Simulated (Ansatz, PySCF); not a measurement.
C₅H₈Si, SMILES [C@H]1([SiH3])C[C@H]1C#C. Atoms are numbered in the order given.

```xyz
14

C      2.1624     1.4413     0.3369
C      1.5716     0.3883     0.4128
C      0.8373    -0.8607     0.5053
C      0.3096    -1.5244    -0.7399
C     -0.6572    -0.8775     0.2187
Si    -1.5597     0.7007    -0.2435
H      2.6906     2.3759     0.2679
H      1.1828    -1.5250     1.3045
H      0.3498    -2.6166    -0.7804
H      0.5056    -1.0241    -1.6932
H     -1.2253    -1.5683     0.8524
H     -0.8653     1.3729    -1.3776
H     -1.6413     1.6329     0.9182
H     -2.9492     0.3539    -0.6690
```
Charge 0, spin multiplicity 1.

Coordinates come from a ωB97X-D3(BJ)/def2-SVP optimisation. The structure was generated by enumeration; whether it is a known compound was not checked.

Two levels are set side by side: PBE-D3(BJ)/def2-SVP (Ansatz, a program for electronic structure) and ωB97X-D3(BJ)/def2-SVP (PySCF). Each level has its own optimised geometry; the coordinates shown are those of the second. Frequencies come from the Hessian of PySCF at each geometry. Differences are taken from unrounded values.

```json
[
 {"quantity": "mean bond length (Å)", "ωB97X-D3(BJ)": "1.357", "PBE-D3(BJ)": "1.366", "PBE-D3(BJ) minus ωB97X-D3(BJ)": "0.009"},
 {"quantity": "bond C1–C2 (Å)", "ωB97X-D3(BJ)": "1.210", "PBE-D3(BJ)": "1.224", "PBE-D3(BJ) minus ωB97X-D3(BJ)": "0.015"},
 {"quantity": "bond C2–C3 (Å)", "ωB97X-D3(BJ)": "1.452", "PBE-D3(BJ)": "1.441", "PBE-D3(BJ) minus ωB97X-D3(BJ)": "-0.011"},
 {"quantity": "bond C3–C4 (Å)", "ωB97X-D3(BJ)": "1.506", "PBE-D3(BJ)": "1.519", "PBE-D3(BJ) minus ωB97X-D3(BJ)": "0.012"},
 {"quantity": "bond C3–C5 (Å)", "ωB97X-D3(BJ)": "1.522", "PBE-D3(BJ)": "1.537", "PBE-D3(BJ) minus ωB97X-D3(BJ)": "0.015"},
 {"quantity": "bond C4–C5 (Å)", "ωB97X-D3(BJ)": "1.507", "PBE-D3(BJ)": "1.513", "PBE-D3(BJ) minus ωB97X-D3(BJ)": "0.005"},
 {"quantity": "bond C5–Si6 (Å)", "ωB97X-D3(BJ)": "1.876", "PBE-D3(BJ)": "1.886", "PBE-D3(BJ) minus ωB97X-D3(BJ)": "0.010"},
 {"quantity": "bond C1–H7 (Å)", "ωB97X-D3(BJ)": "1.076", "PBE-D3(BJ)": "1.081", "PBE-D3(BJ) minus ωB97X-D3(BJ)": "0.005"},
 {"quantity": "bond C3–H8 (Å)", "ωB97X-D3(BJ)": "1.095", "PBE-D3(BJ)": "1.104", "PBE-D3(BJ) minus ωB97X-D3(BJ)": "0.009"},
 {"quantity": "bond C4–H9 (Å)", "ωB97X-D3(BJ)": "1.094", "PBE-D3(BJ)": "1.101", "PBE-D3(BJ) minus ωB97X-D3(BJ)": "0.007"},
 {"quantity": "bond C4–H10 (Å)", "ωB97X-D3(BJ)": "1.094", "PBE-D3(BJ)": "1.102", "PBE-D3(BJ) minus ωB97X-D3(BJ)": "0.007"},
 {"quantity": "bond C5–H11 (Å)", "ωB97X-D3(BJ)": "1.096", "PBE-D3(BJ)": "1.104", "PBE-D3(BJ) minus ωB97X-D3(BJ)": "0.008"},
 {"quantity": "bond Si6–H12 (Å)", "ωB97X-D3(BJ)": "1.490", "PBE-D3(BJ)": "1.503", "PBE-D3(BJ) minus ωB97X-D3(BJ)": "0.012"},
 {"quantity": "bond Si6–H13 (Å)", "ωB97X-D3(BJ)": "1.492", "PBE-D3(BJ)": "1.504", "PBE-D3(BJ) minus ωB97X-D3(BJ)": "0.013"},
 {"quantity": "bond Si6–H14 (Å)", "ωB97X-D3(BJ)": "1.494", "PBE-D3(BJ)": "1.506", "PBE-D3(BJ) minus ωB97X-D3(BJ)": "0.012"},
 {"quantity": "highest harmonic wavenumber (cm⁻¹)", "ωB97X-D3(BJ)": "3486", "PBE-D3(BJ)": "3410", "PBE-D3(BJ) minus ωB97X-D3(BJ)": "-76"},
 {"quantity": "mean harmonic wavenumber (cm⁻¹)", "ωB97X-D3(BJ)": "1309", "PBE-D3(BJ)": "1249", "PBE-D3(BJ) minus ωB97X-D3(BJ)": "-60"},
 {"quantity": "zero-point energy (kcal/mol)", "ωB97X-D3(BJ)": "67.37", "PBE-D3(BJ)": "64.27", "PBE-D3(BJ) minus ωB97X-D3(BJ)": "-3.10"}
]
```

GGA bonds tend to be longer and softer than those of functionals with exact exchange. Differences between two approximate levels are no errors against the true value.
